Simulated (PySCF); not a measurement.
Species: CH5Sb.
Bonds: C1–Sb2. Hydrogens: H3, H4, H5 on C1; H6, H7 on Sb2.

Theory: PBE0-D3(BJ)/def2-SVP geometry optimisation, gas phase, def2 core potentials past Kr (PySCF 2.14.0).

Give the optimised bond lengths and angles.

```json
{"bond": "C1–Sb2", "length (Å)": "2.177", "order": "single"}
{"bond": "C1–H3, C1–H4, C1–H5", "length (Å)": "1.098", "order": "single"}
{"bond": "Sb2–H6, Sb2–H7", "length (Å)": "1.719", "order": "single"}
```

Bonds in one row agree within 0.01 Å and their mean is given. Orders are formal, as drawn. A selection of angles:
```json
{"angle": "Sb2–C1–H3", "degrees": "108.7"}
{"angle": "Sb2–C1–H4", "degrees": "111.2"}
{"angle": "H3–C1–H4", "degrees": "109.5"}
{"angle": "C1–Sb2–H6", "degrees": "93.6"}
{"angle": "H6–Sb2–H7", "degrees": "91.0"}
```

Sb2 (antimony bonded to C and 2 H) is pyramidal (angles 93.9°, 93.6° and 91.0°, sum 278.6°, 1.01 Å off the plane of its three neighbours).

Point group: near Cs, missed by 0.10 Å at most; the miss may be what the optimiser left on a soft mode. No frequency check.
